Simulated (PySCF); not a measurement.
C4H7NSi, SMILES [SiH2](C(=C)C#C)N. Geometry optimised at B3LYP-D3(BJ)/def2-SVP. The structure was generated by enumeration, and PubChem lists no compound with its InChIKey, so it may never have been made. Other conformers were not sampled.

Computed equilibrium geometry at B3LYP-D3(BJ)/def2-SVP (PySCF confirms it by a frequency run) as a Z-matrix (one conformer of several):
```
C
C 1 1.3499
H 2 1.0943 1 120.85
H 2 1.0950 3 117.06 1 179.86
C 1 1.4274 2 122.54 3 -179.53
C 5 1.2163 2 156.62 3 -178.76
H 6 1.0733 2 162.88 3 -179.20
Si 1 1.9012 2 121.30 3 -0.18
N 8 1.7321 1 115.40 2 -122.61
H 9 1.0162 8 118.44 1 -75.58
H 9 1.0164 10 110.14 8 -142.39
H 8 1.4894 9 106.75 10 44.52
H 8 1.4910 12 111.70 9 -119.28
```
Charge 0, spin multiplicity 1.
